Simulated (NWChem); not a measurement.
# CH2NO anion

```xyz
5

N      0.1332    -1.2023     0.0000
C     -0.3639     0.0157     0.0000
O      0.2010     1.1493     0.0000
H      1.1572    -1.1083     0.0000
H     -1.4921     0.0160     0.0000
```
Atoms are numbered in this order, from 1.

Results from NWChem. Pople sets run with spherical d functions. Coordinates come from a B3LYP/def2-SVPD optimisation. Level: M06-2X/6-31+G* with SMD (1 M gas to 1 M solution), gas-phase geometry. Reactions with the solvent are ignored.

**Question.** Estimate the computed values for solvent ethyl acetate. Quantities: solvation free energy (kcal/mol); cavity-dispersion-structure term (kcal/mol).

**Answer.** 
```
Quantity                                     Value
-------------------------------------------  -----
solvation free energy (kcal/mol)             -53.8
cavity-dispersion-structure term (kcal/mol)    0.4
```
